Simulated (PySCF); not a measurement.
**Nuclear quadrupole coupling in `O=P1(C(F)(F)F)CCOCC1`**

Compound: C5H8F3O2P.
Structure used (GFN2-xTB), in Å, numbered top down from 1:
```xyz
19
C5H8F3O2P angstrom
O      1.520    0.765    2.080
P      0.794    0.346    0.886
C      2.013    0.132   -0.550
F      1.490   -0.253   -1.725
F      2.930   -0.782   -0.221
F      2.643    1.289   -0.772
C     -0.455    1.517    0.241
C     -1.417    0.840   -0.741
O     -1.992   -0.332   -0.216
C     -1.105   -1.422   -0.139
C     -0.071   -1.263    0.982
H     -0.996    1.863    1.127
H      0.042    2.378   -0.213
H     -2.258    1.508   -0.949
H     -0.904    0.620   -1.687
H     -0.601   -1.569   -1.105
H     -1.733   -2.294    0.062
H      0.657   -2.078    0.974
H     -0.566   -1.255    1.958
```

Field gradients from the PBE0/pcSseg-1 density (PySCF, non-relativistic), principal values in atomic units, ordered |Vxx| ≤ |Vyy| ≤ |Vzz|:

```json
{"atom": "O1", "Vxx": "-0.3281", "Vyy": "-0.4910", "Vzz": "0.8190"}
{"atom": "O9", "Vxx": "-0.0389", "Vyy": "-1.9504", "Vzz": "1.9893"}
```

Question: Find the asymmetry η = (Vxx − Vyy)/Vzz and the couplings χ = eQV/h (234.96 MHz × Q in barn × V in au), with Q(17O) = −0.0256 b.

Answer: 
```tsv
atom	environment	nucleus	η	χzz (MHz)	χxx (MHz)	χyy (MHz)
O1	phosphoryl oxygen	17O	0.20	-4.927	1.973	2.953
O9	cyclic ether oxygen	17O	0.96	-11.97	0.23	11.73
```

At O9 η is above 0.9: Vyy and Vzz are nearly equal in size and opposite in sign, so a small change could swap them and flip the sign of χzz. 

Question: What is Vzz at O1 in SI units (1 au = 9.71736 × 10²¹ V/m²)?

Answer: 0.8190 au = 7.959 × 10²¹ V/m².

Question: And the gradient at the other heavy atoms, for which no coupling is worked out here?

Answer: 
| atom | environment | Vzz (au) | η |
| --- | --- | --- | --- |
| P2 | phosphoryl phosphorus | 0.555 | 0.87 |
| C3 | CF3 carbon | -0.482 | 0.05 |
| F4 | fluorine of a CF3 group | 2.825 | 0.02 |
| F5 | fluorine of a CF3 group | 2.864 | 0.03 |
| F6 | fluorine of a CF3 group | 2.864 | 0.03 |
| C7 | sp3 carbon bound to phosphorus | 0.062 | 0.79 |
| C8 | sp3 carbon bound to oxygen | 0.349 | 0.48 |
| C10 | sp3 carbon bound to oxygen | 0.349 | 0.48 |
| C11 | sp3 carbon bound to phosphorus | 0.062 | 0.80 |

Question: What couplings would deuterons (Q(2H) = 0.00286 b) have in place of the hydrogens, at this geometry?

Answer: 
```
atom  bonded to  bond length (Å)  Vzz (au)     η  χzz (kHz)
 H12         C7            1.094    0.2982  0.02        200
 H13         C7            1.093    0.3020  0.02        203
 H14         C8            1.093    0.2929  0.05        197
 H15         C8            1.099    0.2780  0.06        187
 H16        C10            1.099    0.2778  0.06        187
 H17        C10            1.093    0.2928  0.05        197
 H18        C11            1.093    0.3019  0.02        203
 H19        C11            1.094    0.2981  0.02        200
```

Geometry: GFN2-xTB, one conformer, isolated molecule. GFN2-xTB bond lengths can be off by several hundredths of an ångström, more for odd bonds, and the gradients follow them. With so small a basis the couplings can be 20 % off.
